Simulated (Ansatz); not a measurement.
Geometry optimisation, Ansatz 0.2.0, RKS B3LYP/def2-SVP.

Input:

```yaml
crystal:
  periodic: [false, false, false]
  atoms:
    - { symbol: Ge, position_ang: [0.226547, -0.062324, 0.055493] }
    - { symbol: F, position_ang: [0.566558, -0.012383, 1.721735] }
    - { symbol: H, position_ang: [1.735958, 0.068831, -0.112384] }
    - { symbol: F, position_ang: [-0.637164, 1.369364, -0.42377] }
    - { symbol: H, position_ang: [-0.637199, -1.257389, -0.353175] }
basis:
  gaussian: { orbitals: def2-SVP }
hamiltonian:
  xc: b3lyp
relax:
  f_tol: 0.03
  max_steps: 50
```

Run as:

```bash
$ ansatz run input.yaml --threads 1 --pin off --max-ram 2048MiB --backend cpu --events-out ev --progress --plain --runs-dir out
```

Question: Where does it end, and by what steps?

Answer: The forces met the threshold. After 3 steps the energy has fallen by 0.412 eV; H3 moved furthest, 0.28 Å.

```csv
step,energy less start (eV),largest force component (eV/Å),accepted
0,0.0000,1.944,yes
1,-0.3660,0.292,yes
2,-0.4049,0.248,yes
3,-0.4118,0.021,yes
```

```xyz
5
Properties=species:S:1:pos:R:3
Ge 0.294 -0.057 0.112
F 0.329 -0.013 1.847
H 1.737 0.064 -0.390
F -0.559 1.378 -0.368
H -0.546 -1.266 -0.313
```

Whether the end is a true minimum wasn't checked by a vibrational analysis.

The run took 9.4 s on 1 thread of Arm Neoverse V2, with other jobs on the host, peak memory 0.13 GiB.
